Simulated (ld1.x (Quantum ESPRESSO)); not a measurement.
**Before and after: TM potential for Pb**

| Item | Value |
| --- | --- |
| Element | Pb |
| Generator | ld1.x (Quantum ESPRESSO) 7.5 |
| Type | norm-conserving Troullier–Martins (Kleinman–Bylander form) |
| Functional | PW91 |
| Relativity | scalar-relativistic |
| Frozen core | [Xe] 4f14 |
| Valence charge | 14 |
| Reference configuration | 5d10 6s2 6p2 |
| Partial waves | 6p (bound): rc 2.45 bohr; 5d (bound): rc 1.80 bohr; 6s (bound): rc 1.80 bohr |
| Local potential | the s channel |
| Core correction | a·sin(br)/r model core, default radius (core density twice the valence density) |

Change: core correction a·sin(br)/r model core inside 1.94 bohr.

Cutoffs: the cutoffs (Ry, on a coarse ladder) from which the occupation-weighted sum of valence levels, in a spherical-Bessel basis at the reference potential, stays within 10 and 1 mRy of its value at 400 Ry; they do not see the model core or the augmentation charge, which bear on the density cutoff. Errors are all-electron minus pseudo energies relative to the spin-unpolarised reference configuration.

Problem. What does the change do?

Solution. The potential gets neither clearly harder nor softer (55 Ry and 90 Ry → 55 Ry and 90 Ry); of the 7 tests that both files solve, the error grows in 0 and shrinks in 3 by more than 15 % and 0.3 meV (median size 17.7 → 16.5 meV); neither file shows a bound ghost. The default core radius of the base comes out at 0.89 bohr. A wider model core is smoother and lowers the density cutoff, which this test does not measure.

```tsv
quantity	base	changed
cutoff, loose	55 Ry	55 Ry
cutoff, tight	90 Ry	90 Ry
bound ghosts	none	none
error for 5d10 6s2 6p1, meV [ΔE 6.63 eV]	-3.4	-3.3
error for 5d10 6s2 6p0, meV [ΔE 20.15 eV]	-18	-17
error for 5d10 6s1 6p0, meV [ΔE 52.67 eV]	-45	-36
error for 5d10 6s0 6p0, meV [ΔE 95.49 eV]	-115	-80
error for 5d10 6s2 6p1.5, meV [ΔE 2.52 eV]	-1.0	-1.0
error for 5d10 6s1 6p3, meV [ΔE 8.76 eV]	-5.9	-4.9
error for 5d9 6s2 6p3, meV [ΔE 19.31 eV]	-194	-166
s: phases at 2.65 bohr within 0.05 rad from the reference energy up to (Ry; the scan ends near 5)	2.3	2.3
p: phases at 2.65 bohr within 0.05 rad from the reference energy up to (Ry; the scan ends near 5)	3.3	3.3
d: phases at 2.65 bohr within 0.05 rad from the reference energy up to (Ry; the scan ends near 5)	0.7	0.7
```
